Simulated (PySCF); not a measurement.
Ge(H)(F)2(OMe) (CH₄F₂GeO), SMILES [GeH]([F])([O]C)[F]. Atoms are numbered in the order given.

```xyz
9

Ge     0.4517     0.3196     0.0000
F      0.8456    -0.6793    -1.3615
F      0.8456    -0.6793     1.3615
O     -1.2684     0.6314     0.0000
C     -2.2192    -0.4273     0.0000
H      1.2493     1.6129     0.0000
H     -2.1193    -1.0628     0.8967
H     -3.2218     0.0253     0.0000
H     -2.1193    -1.0628    -0.8967
```
Charge 0, spin multiplicity 1.

Geometry: B3LYP-D3(BJ)/def2-SVP. The structure was generated by enumeration, and PubChem lists no compound with its InChIKey, so it may never have been made. The values are those of a single conformer.

The numbers are results of PySCF with PBE/def2-TZVP, not measurements.

Symmetry labels are those of the subgroup Cs that the program uses (full group Cs).

Problem. List the valence orbital energies around the gap with their symmetry. (An estimate is asked for; the answer gives what the named calculation found.)

Solution. 
```json
[
 {"orbital": "HOMO−7", "symmetry": "A\"", "energy (eV)": "-10.91"},
 {"orbital": "HOMO−6", "symmetry": "A'", "energy (eV)": "-10.53"},
 {"orbital": "HOMO−5", "symmetry": "A'", "energy (eV)": "-9.90"},
 {"orbital": "HOMO−4", "symmetry": "A\"", "energy (eV)": "-9.55"},
 {"orbital": "HOMO−3", "symmetry": "A\"", "energy (eV)": "-9.36"},
 {"orbital": "HOMO−2", "symmetry": "A'", "energy (eV)": "-9.20"},
 {"orbital": "HOMO−1", "symmetry": "A'", "energy (eV)": "-7.82"},
 {"orbital": "HOMO", "symmetry": "A\"", "energy (eV)": "-7.17"},
 {"orbital": "LUMO", "symmetry": "A'", "energy (eV)": "-1.16"},
 {"orbital": "LUMO+1", "symmetry": "A\"", "energy (eV)": "-0.16"},
 {"orbital": "LUMO+2", "symmetry": "A'", "energy (eV)": "-0.02"},
 {"orbital": "LUMO+3", "symmetry": "A'", "energy (eV)": "0.80"}
]
```
